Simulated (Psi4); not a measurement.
C4H3S, charge -1, singlet, geometry from GFN2-xTB (a gas-phase anion, which may not be bound at this level); Psi4 with PBE/6-31G.

The Psi4 input:
```
memory 2 GB

molecule {
-1 1
  S    -0.00537468   -0.04815724    1.21841919
  C     0.01986202    1.30772605   -0.16320033
  C    -0.01696070   -1.17565525   -0.08708173
  C     0.01720962    0.81295480   -1.37105401
  C    -0.00405720   -0.62093181   -1.32562868
  H     0.03299419    2.30566269    0.24093354
  H    -0.03341327   -2.22952851    0.16092592
  H    -0.00990838   -1.25018105   -2.21477794
}

set basis 6-31g
set scf_initial_accelerator none

energy('pbe')
print_variables()
```

Output, abridged:

```
   => Loading Basis Set <=

    Name: 6-31G
    Role: ORBITAL
    Keyword: BASIS

         ---------------------------------------------------------
                                   SCF
               by Justin Turney, Rob Parrish, Andy Simmonett
                          and Daniel G. A. Smith
                              RKS Reference
         ---------------------------------------------------------

  ==> Geometry <==

    Molecular point group: c1
    Full point group: C1

    Geometry (in Angstrom), charge = -1, multiplicity = 1:

       Center              X                  Y                   Z               Mass
    ------------   -----------------  -----------------  -----------------  -----------------
         S           -0.005499951250    -0.062208656045     1.197156561863    31.972071174400
         C            0.019736748750     1.293674633955    -0.184462958137    12.000000000000
         C           -0.017085971250    -1.189706666045    -0.108344358137    12.000000000000
         C            0.017084348750     0.798903383955    -1.392316638137    12.000000000000
         C           -0.004182471250    -0.634983226045    -1.346891308137    12.000000000000
         H            0.032868918750     2.291611273955     0.219670911863     1.007825032230
         H           -0.033538541250    -2.243579926045     0.139663291863     1.007825032230
         H           -0.010033651250    -1.264232466045    -2.236040568137     1.007825032230

  Running in c1 symmetry.

  Rotational constants: A =      0.27509  B =      0.17395  C =      0.10657 [cm^-1]
  Rotational constants: A =   8246.97843  B =   5214.90796  C =   3194.74049 [MHz]
  Nuclear repulsion =  188.720440641350990

  Charge       = -1
  Multiplicity = 1
  Electrons    = 44
  Nalpha       = 22
  Nbeta        = 22

  ==> Algorithm <==

  SCF Algorithm Type is DF.
  DIIS enabled.
  MOM disabled.
  Fractional occupation disabled.
  Guess Type is SAD.
  Energy threshold   = 1.00e-06
  Density threshold  = 1.00e-06
  Integral threshold = 1.00e-12

  ==> Primary Basis <==

  Basis Set: 6-31G
    Blend: 6-31G
    Number of shells: 33
    Number of basis functions: 55
    Number of Cartesian functions: 55
    Spherical Harmonics?: false
    Max angular momentum: 1

  ==> DFT Potential <==

   => LibXC <=

    Version 7.1.2
    S. Lehtola, C. Steigemann, M. J. T. Oliveira, and M. A. L. Marques,  SoftwareX 7, 1–5 (2018) (10.1016/j.softx.2017.11.002)

   => Composite Functional: PBE <=

    PBE GGA Exchange-Correlation Functional

    J.P. Perdew et. al., Phys. Rev. Lett., 77(18), 3865-3868, 1996

    Deriv               =              1
    GGA                 =           TRUE
    Meta                =          FALSE

    Exchange Hybrid     =          FALSE
    MP2 Hybrid          =          FALSE

   => Exchange Functionals <=

    1.0000     XC_GGA_X_PBE

   => Correlation Functionals <=

    1.0000     XC_GGA_C_PBE

   => LibXC Density Thresholds  <==

    XC_GGA_C_PBE:  1.00E-12
    XC_GGA_X_PBE:  1.00E-15

   => Molecular Quadrature <=

    Radial Scheme          =       TREUTLER
    Pruning Scheme         =           NONE
    Nuclear Scheme         =       TREUTLER

    Blocking Scheme        =         OCTREE
    BS radius alpha        =              1
    Pruning alpha          =              1
    Radial Points          =             75
    Spherical Points       =            302
    Total Points           =         170023
    Total Blocks           =           1340
    Max Points             =            256
    Max Functions          =             55
    Weights Tolerance      =       1.00E-15

   => Loading Basis Set <=

    Name: (6-31G AUX)
    Role: JKFIT
    Keyword: DF_BASIS_SCF

  ==> Integral Setup <==

  SCF_SUBTYPE=INCORE selected. In-core MEM_DF algorithm will be used.
  Using in-core AOs.

  ==> MemDFJK: Density-Fitted J/K Matrices <==

    J tasked:                   Yes
    K tasked:                    No
    wK tasked:                   No
    Algorithm:                 Core
    Schwarz Cutoff:           1E-12
    Mask sparsity (%):       0.9917
    Fitting Condition:        1E-10

   => Auxiliary Basis Set <=

  Basis Set: (6-31G AUX)
    Blend: CC-PVDZ-JKFIT
    Number of shells: 159
    Number of basis functions: 529
    Number of Cartesian functions: 529
    Spherical Harmonics?: false
    Max angular momentum: 3

  Minimum eigenvalue in the overlap matrix is 2.8174820313E-03.
  Reciprocal condition number of the overlap matrix is 5.3165302395E-04.
    Using symmetric orthogonalization.

  ==> Pre-Iterations <==

  SCF Guess: Superposition of Atomic Densities via on-the-fly atomic UHF (no occupation information).

   -------------------------
    Irrep   Nso     Nmo
   -------------------------
     A         55      55
   -------------------------
    Total      55      55
   -------------------------

  ==> Iterations <==

                           Total Energy        Delta E     RMS |[F,P]|

   @DF-RKS iter SAD:  -551.65374682622360   -5.51654e+02   0.00000e+00
   @DF-RKS iter   1:  -551.25508912915234    3.98658e-01   1.83216e-02 DIIS
   @DF-RKS iter   2:  -548.57787925260209    2.67721e+00   3.55229e-02 DIIS
   @DF-RKS iter   3:  -551.59793194859924   -3.02005e+00   1.21164e-02 DIIS
   @DF-RKS iter   4:  -551.84861972147814   -2.50688e-01   5.20095e-03 DIIS
   @DF-RKS iter   5:  -551.89122167318078   -4.26020e-02   1.06005e-03 DIIS
   @DF-RKS iter   6:  -551.89271674054964   -1.49507e-03   7.24031e-04 DIIS
   @DF-RKS iter   7:  -551.89353015578411   -8.13415e-04   3.28907e-04 DIIS
   @DF-RKS iter   8:  -551.89372468069746   -1.94525e-04   6.54753e-05 DIIS
   @DF-RKS iter   9:  -551.89373264384039   -7.96314e-06   1.84065e-05 DIIS
   @DF-RKS iter  10:  -551.89373330376202   -6.59922e-07   1.56841e-06 DIIS
   @DF-RKS iter  11:  -551.89373330916942   -5.40740e-09   4.56974e-07 DIIS
  Energy and wave function converged.

  ==> Post-Iterations <==

   Electrons on quadrature grid:
      Ntotal   =   44.0000020709 ; deviation = 2.071e-06

    Orbital Energies [Eh]
    ---------------------

    Doubly Occupied:

       1A    -87.842655     2A     -9.713003     3A     -9.686027
       4A     -9.683728     5A     -9.627709     6A     -7.472785
       7A     -5.494787     8A     -5.490395     9A     -5.486553
      10A     -0.573888    11A     -0.441564    12A     -0.427241
      13A     -0.294493    14A     -0.267309    15A     -0.217256
      16A     -0.133954    17A     -0.117685    18A     -0.113744
      19A     -0.094077    20A     -0.004088    21A      0.014870
      22A      0.072162

    Virtual:

      23A      0.178274    24A      0.210071    25A      0.265594
      26A      0.280566    27A      0.288230    28A      0.314504
      29A      0.336339    30A      0.460769    31A      0.480951
      32A      0.512535    33A      0.538368    34A      0.539983
      35A      0.582888    36A      0.638443    37A      0.683183
      38A      0.725627    39A      0.757695    40A      0.770368
      41A      0.814746    42A      0.822498    43A      0.856747
      44A      0.864418    45A      0.939492    46A      0.988042
      47A      1.002764    48A      1.026649    49A      1.037761
      50A      1.106777    51A      1.166129    52A      1.275880
      53A      1.333520    54A      1.443786    55A      1.539329

    Final Occupation by Irrep:
              A
    DOCC [    22 ]
    NA   [    22 ]
    NB   [    22 ]

  @DF-RKS Final Energy:  -551.89373330916942

   => Energetics <=

    Nuclear Repulsion Energy =            188.7204406413509901
    One-Electron Energy =               -1140.6250610207748650
    Two-Electron Energy =                 448.3938920716154257
    DFT Exchange-Correlation Energy =     -48.3830050013609636
    Empirical Dispersion Energy =           0.0000000000000000
    VV10 Nonlocal Energy =                  0.0000000000000000
    Total Energy =                       -551.8937333091694200

Computation Completed

Properties will be evaluated at   0.000000,   0.000000,   0.000000 [a0]

Properties computed using the SCF density matrix

 Multipole Moments:

 ------------------------------------------------------------------------------------
     Multipole            Electronic (a.u.)      Nuclear  (a.u.)        Total (a.u.)
 ------------------------------------------------------------------------------------

 L = 1.  Multiply by 2.5417464519 to convert [e a0] to [Debye]
 Dipole X            :         -0.0037456           -0.0101791           -0.0139247
 Dipole Y            :          0.3889718           -1.1417930           -0.7528212
 Dipole Z            :          2.4720690           -1.7277633            0.7443058
 Magnitude           :                                                    1.0587374

 ------------------------------------------------------------------------------------

  Variable Map:
  ----------------------------------------------------------------------------
  "CURRENT ENERGY"              =>    -551.893733309169
  "CURRENT REFERENCE ENERGY"    =>    -551.893733309169
  "DD SOLVATION ENERGY"         =>       0.000000000000
  "DFT FUNCTIONAL TOTAL ENERGY" =>    -551.893733309169
  "DFT TOTAL ENERGY"            =>    -551.893733309169
  "DFT VV10 ENERGY"             =>       0.000000000000
  "DFT XC ENERGY"               =>     -48.383005001361
  "GRID ELECTRONS ALPHA"        =>      22.000001035430
  "GRID ELECTRONS BETA"         =>      22.000001035430
  "GRID ELECTRONS TOTAL"        =>      44.000002070860
  "NUCLEAR REPULSION ENERGY"    =>     188.720440641351
  "ONE-ELECTRON ENERGY"         =>   -1140.625061020775
  "PCM POLARIZATION ENERGY"     =>       0.000000000000
  "PE ENERGY"                   =>       0.000000000000
  "SCF ITERATION ENERGY"        =>    -551.893733309169
  "SCF ITERATIONS"              =>      11.000000000000
  "SCF TOTAL ENERGY"            =>    -551.893733309169
  "TWO-ELECTRON ENERGY"         =>     448.393892071615
  "XC GRID RADIAL POINTS"       =>      75.000000000000
  "XC GRID SPHERICAL POINTS"    =>     302.000000000000
  "XC GRID TOTAL POINTS"        =>  170023.000000000000

  Array Variable Map:
  ----------------------------------------------------------------------------
  "CURRENT DIPOLE"              =>      -0.013924726737 ... 0.744305773614 1 by 3
  "SCF DIPOLE"                  =>      -0.013924726737 ... 0.744305773614 1 by 3
  "SCF TOTAL ENERGIES"          =>    -551.653746826224 ... -551.893733309169 1 by 12
```
